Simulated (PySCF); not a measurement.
Species: C₂H₃BF₂O₂.
SMILES with atom numbers: `[O:1]=[C:2]([OH:3])[CH2:4][B:5]([F:6])[F:7]` (hydrogens: H8 on O3; H9, H10 on C4)

Computed by this run: PySCF, PBE0-D3(BJ)/def2-SVP geometry optimisation, gas phase; density fitting, grid level 1; the optimiser is geomeTRIC in internal coordinates, started from a GFN2-xTB structure with every atom displaced at random (about 0.01 Å).

The end geometry, which sets the zero of energy:
```
atom  x, y, z in Å
O1      1.2090   -1.4671   -0.8317
C2      0.9325   -0.5146   -0.1538
O3      1.7603    0.5248    0.0177
C4     -0.3682   -0.3203    0.5658
B5     -1.3744    0.5755   -0.2377
F6     -0.9672    1.4416   -1.1411
F7     -2.6714    0.5011   -0.0183
H8      2.5477    0.3441   -0.5194
H9     -0.8250   -1.2978    0.7691
H10    -0.1946    0.1913    1.5283
```

**Question.** These geometries come from the run, each turned onto the end geometry. Order them by energy, lowest first.
A.
```
atom  x, y, z in Å
O1      1.1125   -1.3816   -0.9049
C2      0.9276   -0.4895   -0.1259
O3      1.8159    0.4939    0.0707
C4     -0.3615   -0.3043    0.6243
B5     -1.3511    0.5580   -0.2443
F6     -0.9022    1.4402   -1.1153
F7     -2.6590    0.4185   -0.1362
H8      2.4815    0.3218   -0.6030
H9     -0.8109   -1.2838    0.8264
H10    -0.2040    0.2053    1.5873
```
B.
```
atom  x, y, z in Å
O1      1.1849   -1.4729   -0.8896
C2      0.9171   -0.5242   -0.1719
O3      1.7679    0.4698    0.0477
C4     -0.3397   -0.3021    0.5711
B5     -1.4043    0.5708   -0.2574
F6     -1.0450    1.4754   -1.1377
F7     -2.6885    0.4772   -0.0670
H8      2.6128    0.3536   -0.4715
H9     -0.8142   -1.2719    0.8320
H10    -0.1424    0.2028    1.5233
```
C.
```
atom  x, y, z in Å
O1      1.1352   -1.4104   -0.9138
C2      0.9188   -0.4908   -0.1693
O3      1.8106    0.4812    0.0664
C4     -0.3602   -0.2948    0.5907
B5     -1.3786    0.5590   -0.2492
F6     -0.9989    1.4532   -1.1395
F7     -2.6767    0.4233   -0.0681
H8      2.5819    0.2966   -0.4962
H9     -0.8034   -1.2740    0.8170
H10    -0.1799    0.2352    1.5409
```
D.
```
atom  x, y, z in Å
O1      1.1862   -1.4468   -0.8708
C2      0.9330   -0.5099   -0.1623
O3      1.7864    0.5018    0.0435
C4     -0.3642   -0.3093    0.5618
B5     -1.3865    0.5679   -0.2433
F6     -0.9958    1.4571   -1.1326
F7     -2.6827    0.4637   -0.0285
H8      2.5715    0.3125   -0.4941
H9     -0.8104   -1.2853    0.7943
H10    -0.1887    0.2268    1.5109
```

**Answer.** D (0.003 eV), C (0.010 eV), A (0.040 eV), B (0.121 eV).

In the order of the answer:

```csv
step,E above end (eV),largest force (eV/Å),rms force component (eV/Å),rms distance from end (Å),rms bond change (Å),bond most changed (Å)
8,0.003,0.04,0.012,0.035,0.000,B5–F6 +0.001
2,0.010,0.34,0.094,0.067,0.002,C4–B5 +0.004
1,0.040,0.57,0.191,0.089,0.004,O3–H8 -0.008
0,0.121,2.11,0.735,0.060,0.020,C4–B5 +0.038
```

What follows is the cost of the whole optimisation. Time: 2.3 min; peak memory 0.46 GiB. Hardware: one thread, Arm Neoverse N1 (aarch64), no GPU, on a shared host.
